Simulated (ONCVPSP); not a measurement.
**Before and after: ONCV potential for B (Z = 5)**

```
Element                 : B (Z = 5)
Generator               : ONCVPSP 4.0.1
Type                    : optimised norm-conserving Vanderbilt (ONCV)
Functional              : LDA (Perdew-Zunger)
Relativity              : scalar-relativistic
Frozen core             : [He]
Valence charge          : 3
Reference configuration : 2s1 (charge +2)
Partial waves           : 2s: rc 1.40 bohr, ncon 4, nbas 7, qcut 6 1/bohr, 2 projectors, debl 1.2 Ha; p scattering state at 0.23 Ha: rc 1.35 bohr, ncon 5, nbas 8, qcut 4.8 1/bohr, 2 projectors, debl 3.9 Ha
Local potential         : polynomial inside 0.95 bohr (lpopt 5, dvloc0 0 Ha)
Core correction         : Teter function, fcfact 4.75, rcfact 1.65
```

In the p channel the program set the typed energies aside and used 0.050, 3.950 Ha.

Change: all radii but the core radius scaled by about 0.90 (s 1.26, p 1.22 bohr); local potential polynomial inside 0.86 bohr (lpopt 5, dvloc0 0 Ha).

Cutoffs: the cutoffs (Ha) at which the residual kinetic energy of the hardest occupied pseudo-wave falls to 1 and 0.1 mHa per electron; they do not see the model core or the augmentation charge, which bear on the density cutoff. Errors are all-electron minus pseudo energies relative to the spin-unpolarised reference configuration.

**Question.** Predict the effect on cutoff, ghosts and configuration errors.

**Answer.** The potential gets neither clearly harder nor softer (14 Ha and 18 Ha → 14 Ha and 19 Ha); of the 4 tests that both files solve, the error grows in 3 and shrinks in 0 by more than 15 % and 0.3 meV (median size 14.2 → 16.3 meV); neither file shows a bound ghost. That the errors move this way runs against the usual rule that smaller radii transfer better.

| quantity | base | changed |
| --- | --- | --- |
| cutoff, loose | 14 Ha | 14 Ha |
| cutoff, tight | 18 Ha | 19 Ha |
| bound ghosts | none | none |
| GHOST(+) flags under 300 eV | none | none |
| error for 2s2 2p1, meV [ΔE -33.63 eV] | -20 | -28 |
| error for 2s2, meV [ΔE -25.30 eV] | -12 | -11 |
| error for 2s2 2p0.5, meV [ΔE -30.69 eV] | -17 | -21 |
| error for 2s1 2p1, meV [ΔE -19.35 eV] | -2.7 | -12 |
| rms error of d²Exc/dni dnj with the model core, mHa | 6.85 | 6.79 |

Base: The cutoffs count occupied waves only; projector 1 of the p channel, the hardest unoccupied one, needs 75 Ha at the loose tolerance. Changed file: The cutoffs count occupied waves only; projector 1 of the p channel, the hardest unoccupied one, needs 89 Ha at the loose tolerance.
